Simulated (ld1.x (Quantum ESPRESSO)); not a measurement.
**Pt: excitation energies, all-electron against TM**

ld1.x (Quantum ESPRESSO) 7.5 input, shortened:

```
&input
   title='Pt', zed=78., rel=1, dft='REVPBE', iswitch=3,
   config='[Xe] 4f14 5d9 6s1 6p0'
 /
 &inputp
   pseudotype=2, tm=.true., lloc=2,
   nlcc=.true., new_core_ps=.true., rcore=1.70
 /
3
6S  1  0   1.00   0.00  2.45  2.45  0.0
5P  2  1   6.00   0.00  1.75  1.75  0.0
5D  3  2   9.00   0.00  2.00  2.00  0.0
 &test
   configts(1)='5p6 5d9 6s1 6p0'
 /
```

Energies are relative to the spin-unpolarised reference configuration 5p6 5d9 6s1 6p0; without spin polarisation the order of configurations can differ from experiment. The frozen-core shift is the all-electron ΔE with the core orbitals held at their reference shape minus the fully relaxed ΔE.

Problem. Give the all-electron excitation energy and the error of the potential for: 5p6 5d9 6s0 6p0; 5p6 5d8 6s0 6p0; 5p6 5d7 6s0 6p0; 5p6 5d8 6s1 6p1; 5p6 5d10 6s0 6p0; 5p6 5d9 6s0 6p1; 5p6 5d9 6s0.5 6p0.

Solution.

| valence configuration | charge | ΔE all-electron (eV) | error AE − PS (meV) | frozen-core shift (meV) |
| --- | --- | --- | --- | --- |
| 5p6 5d9 6s0 6p0 | +1 | 9.071 | -15 | +4.4 |
| 5p6 5d8 6s0 6p0 | +2 | 28.951 | -7.1 | +5.4 |
| 5p6 5d7 6s0 6p0 | +3 | 61.085 | -5.6 | +24 |
| 5p6 5d8 6s1 6p1 | 0 | 6.592 | -84 | -2.1 |
| 5p6 5d10 6s0 6p0 | 0 | -0.053 | -20 | +7.9 |
| 5p6 5d9 6s0 6p1 | 0 | 5.023 | -73 | +2.0 |
| 5p6 5d9 6s0.5 6p0 | +0.5 | 3.637 | -4.1 | +1.9 |

Levels in the configuration 5p6 5d8 6s0 6p0:

```json
{"level": "5p", "all-electron (eV)": "-76.754", "pseudo (eV)": "-76.688"}
{"level": "5d", "all-electron (eV)": "-25.793", "pseudo (eV)": "-25.782"}
```

A variational frozen-core shift is positive and of second order in the change. This column holds negative values, so the frozen-core run of ld1.x carries numerical noise or an error of first order here, and the column gives no more than the rough size of the effect.

Note: ghost state, extra bound levels that the all-electron valence spectrum of the same l lacks: s at -62.4 eV. A true bound ghost makes a file unfit for plane-wave use.
